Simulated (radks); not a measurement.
Task: Species: Eu47+. Configuration: [Ne] 3s2 3p4. Calculated with a radial shooting solver on a logarithmic mesh with Libxc functionals: Dirac Kohn-Sham, PBE, spin-unpolarised, spherical densities, finite nucleus; open shells fill j = l - 1/2 first; Fermi nuclear charge, rms radius 5.1115 fm. Some entries of the table are withheld. Estimate them.

| orbital | occ. | eigenvalue (eV) | <r> (bohr) | <1/r> (bohr^-1) |
|---|---|---|---|---|
| 1s1/2 | 2 | -51448.50 | 0.02231 | 70.23 |
| 2s1/2 | 2 | -10947.72 | 0.09350 | 16.93 |
| 2p1/2 | 2 | (1) | (2) | 16.86 |
| 2p3/2 | 4 | (3) | (4) | 14.98 |
| 3s1/2 | 2 | -4287.644 | 0.2282 | 6.774 |
| 3p1/2 | 2 | -4150.173 | 0.2157 | 6.705 |
| 3p3/2 | 2 | -3981.982 | 0.2256 | 6.209 |
| 3d3/2 | 0 | -3787.027 | 0.1947 | 6.081 |
| 3d5/2 | 0 | -3746.791 | 0.1978 | 5.957 |
| 4s1/2 | 0 | -2254.994 | 0.4286 | 3.562 |
| 4p1/2 | 0 | -2196.098 | 0.4196 | 3.526 |
| 4p3/2 | 0 | -2131.312 | 0.4329 | 3.335 |
| 4f5/2 | 0 | -1971.573 | 0.3603 | 3.142 |
| 4f7/2 | 0 | -1965.421 | 0.3621 | 3.123 |

Result: 
(1) 2p1/2 eigenvalue (eV): -10577.26
(2) 2p1/2 <r> (bohr): 0.07810
(3) 2p3/2 eigenvalue (eV): -9914.506
(4) 2p3/2 <r> (bohr): 0.08459
